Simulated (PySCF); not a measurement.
F$_{6}$Se, charge +1, doublet, at a GFN2-xTB geometry (a state made from the parent by changing its charge; the spin is typed, not shown lowest); DF-B3LYP/def2-SV(P) in PySCF.

The PySCF input:
```python
from pyscf import gto, scf, dft

mol = gto.Mole()
mol.atom = '''
    F     0.974575   -1.341872   -0.504620
    Se   -0.018306   -0.022156   -0.005201
    F     1.232032    1.090815   -0.491123
    F    -1.252812   -1.109923    0.491002
    F    -0.706223    0.073845   -1.584323
    F     0.689969   -0.089302    1.578006
    F    -0.988461    1.324189    0.500499
'''
mol.basis = 'def2-sv(p)'
mol.charge = 1
mol.spin = 1
mol.verbose = 4
mol.build()

mf = dft.UKS(mol)
mf.xc = 'b3lyp'
mf.init_guess = 'atom'
mf = mf.density_fit(auxbasis='def2-universal-jkfit')
mf.kernel()
```

What the program printed (banner, timings and long lists left out):

```
PySCF version 2.14.0

[INPUT] verbose = 4
[INPUT] num. atoms = 7
[INPUT] num. electrons = 87
[INPUT] charge = 1
[INPUT] spin (= nelec alpha-beta = 2S) = 1
[INPUT] symmetry False subgroup None
[INPUT] Mole.unit = angstrom
[INPUT] Symbol           X                Y                Z      unit          X                Y                Z       unit  Magmom
[...]
nuclear repulsion = 808.8189696581
number of shells = 48
number of NR pGTOs = 218
number of NR cGTOs = 116
basis = def2-sv(p)
ecp = {}

******** <class 'pyscf.df.df_jk.DFUKS'> ********
method = DFUKS
initial guess = atom
damping factor = 0
level_shift factor = 0
DIIS = <class 'pyscf.scf.diis.CDIIS'>
diis_start_cycle = 1
diis_space = 8
diis_damp = 0
SCF conv_tol = 1e-09
SCF conv_tol_grad = None
SCF max_cycles = 50
direct_scf = False
number electrons alpha = 44  beta = 43
XC library pyscf.dft.libxc version 7.1.2
    S. Lehtola, C. Steigemann, M. J. T. Oliveira, and M. A. L. Marques,  SoftwareX 7, 1–5 (2018)
XC functionals = b3lyp
    P. J. Stephens, F. J. Devlin, C. F. Chabalowski, and M. J. Frisch,  J. Phys. Chem. 98, 11623 (1994)
radial grids:
    Treutler-Ahlrichs [JCP 102, 346 (1995); DOI:10.1063/1.469408] (M4) radial grids

becke partition: Becke, JCP 88, 2547 (1988); DOI:10.1063/1.454033
pruning grids: <function nwchem_prune>
grids dens level: 3
symmetrized grids: False
atomic radii adjust function: <function treutler_atomic_radii_adjust>
small_rho_cutoff = 0
Set gradient conv threshold to 3.16228e-05
Spherically averaged atomic HF for {'Se', 'F'}

******** <class 'pyscf.scf.atom_hf.AtomSphAverageRHF'> ********
method = AtomSphAverageRHF
initial guess = minao
damping factor = 0
level_shift factor = 0
DIIS = <class 'pyscf.scf.diis.CDIIS'>
diis_start_cycle = 1
diis_space = 8
diis_damp = 0
SCF conv_tol = 1e-09
SCF conv_tol_grad = None
SCF max_cycles = 50
direct_scf = True
direct_scf_tol = 1e-13
atom = F
Set gradient conv threshold to 3.16228e-05
Initial guess from minao.
init E= -98.9113963755293
cycle= 1 E= -98.9346675575403  delta_E= -0.0233  |g|=    0  |ddm|= 0.0412
cycle= 2 E= -98.9346901743181  delta_E= -2.26e-05  |g|=    0  |ddm|= 0.0116
cycle= 3 E= -98.9346927658266  delta_E= -2.59e-06  |g|=    0  |ddm|= 0.00242
cycle= 4 E= -98.934692951315  delta_E= -1.85e-07  |g|=    0  |ddm|= 0.000958
cycle= 5 E= -98.9346929513237  delta_E= -8.75e-12  |g|=    0  |ddm|= 5.23e-06
Extra cycle  E= -98.9346929513238  delta_E= -8.53e-14  |g|=    0  |ddm|= 3.55e-09
[...]
cycle= 21 E= -2999.20993630791  delta_E= 5.51e-07  |g|= 0.00823  |ddm|= 0.0358
cycle= 22 E= -2999.20995211303  delta_E= -1.58e-05  |g|= 0.00992  |ddm|= 0.0315
cycle= 23 E= -2999.20954117994  delta_E= 0.000411  |g|= 0.00643  |ddm|= 0.232
cycle= 24 E= -2999.20978695468  delta_E= -0.000246  |g|= 0.00551  |ddm|=  0.1
cycle= 25 E= -2999.20994159759  delta_E= -0.000155  |g|= 0.00465  |ddm|= 0.0885
cycle= 26 E= -2999.20994513802  delta_E= -3.54e-06  |g|= 0.0045  |ddm|= 0.00331
cycle= 27 E= -2999.20994382782  delta_E= 1.31e-06  |g|= 0.00475  |ddm|= 0.00347
cycle= 28 E= -2999.21000158416  delta_E= -5.78e-05  |g|= 0.00308  |ddm|= 0.0492
cycle= 29 E= -2999.21003405411  delta_E= -3.25e-05  |g|= 0.00173  |ddm|= 0.0534
cycle= 30 E= -2999.21003782463  delta_E= -3.77e-06  |g|= 0.00163  |ddm|= 0.0153
cycle= 31 E= -2999.21003479186  delta_E= 3.03e-06  |g|= 0.00122  |ddm|= 0.0167
cycle= 32 E= -2999.21004036233  delta_E= -5.57e-06  |g|= 0.000845  |ddm|= 0.032
cycle= 33 E= -2999.21004123387  delta_E= -8.72e-07  |g|= 0.000316  |ddm|= 0.00677
cycle= 34 E= -2999.21004181625  delta_E= -5.82e-07  |g|= 0.000221  |ddm|= 0.00314
cycle= 35 E= -2999.21004208655  delta_E= -2.7e-07  |g|= 0.000225  |ddm|= 0.00105
cycle= 36 E= -2999.21004225075  delta_E= -1.64e-07  |g|= 0.000217  |ddm|= 0.00152
cycle= 37 E= -2999.21004230608  delta_E= -5.53e-08  |g|= 0.000212  |ddm|= 0.000546
cycle= 38 E= -2999.21003995727  delta_E= 2.35e-06  |g|= 0.00028  |ddm|= 0.0102
cycle= 39 E= -2999.21003917357  delta_E= 7.84e-07  |g|= 0.000224  |ddm|= 0.00378
cycle= 40 E= -2999.21003756142  delta_E= 1.61e-06  |g|= 0.000211  |ddm|= 0.00955
cycle= 41 E= -2999.21003642612  delta_E= 1.14e-06  |g|= 0.000234  |ddm|= 0.00847
cycle= 42 E= -2999.21003582515  delta_E= 6.01e-07  |g|= 0.000178  |ddm|= 0.00671
cycle= 43 E= -2999.21003544015  delta_E= 3.85e-07  |g|= 0.000184  |ddm|= 0.0084
cycle= 44 E= -2999.21003533652  delta_E= 1.04e-07  |g|= 0.000147  |ddm|= 0.00445
cycle= 45 E= -2999.2100353416  delta_E= -5.09e-09  |g|= 4.13e-05  |ddm|= 0.00238
cycle= 46 E= -2999.21003533776  delta_E= 3.85e-09  |g|= 7.45e-05  |ddm|= 0.00144
cycle= 47 E= -2999.21003534163  delta_E= -3.88e-09  |g|= 2.23e-05  |ddm|= 0.000284
cycle= 48 E= -2999.21003534339  delta_E= -1.76e-09  |g|= 1.98e-05  |ddm|= 0.000372
cycle= 49 E= -2999.21003534277  delta_E= 6.18e-10  |g|= 9.04e-06  |ddm|= 0.000197
Extra cycle  E= -2999.21003534277  delta_E=    0  |g|= 2.5e-05  |ddm|= 4.81e-05
converged SCF energy = -2999.21003534277  <S^2> = 0.75319803  2S+1 = 2.0031955
```
